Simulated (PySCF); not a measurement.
Radial density of Ag⁻ (silver, charge -1)

UHF, [Kr] 4d10 5s2, closed-shell 1S. All numbers are calculated (PySCF 2.14, a scalar-relativistic core potential, in aug-cc-pwCVDZ-PP with ECP28MDF). This is the valence pseudo-density: the core potential removes the inner electrons and smooths the orbitals near the nucleus.

| r (bohr) | 4πr²ρ (e/bohr) |
| --- | --- |
| 0.0201 | 1.529e-05 |
| 0.0338 | 3.903e-05 |
| 0.0568 | 0.0001002 |
| 0.0955 | 0.0005031 |
| 0.161 | 0.006240 |
| 0.270 | 0.1092 |
| 0.454 | 2.522 |
| 0.764 | 16.75 |
| 1.29 | 12.03 |
| 2.16 | 2.509 |
| 3.64 | 0.5802 |
| 6.12 | 0.1942 |
| 10.3 | 0.02779 |
| 17.3 | 0.0001293 |

Energies and moments cover only the electrons outside the core potential.
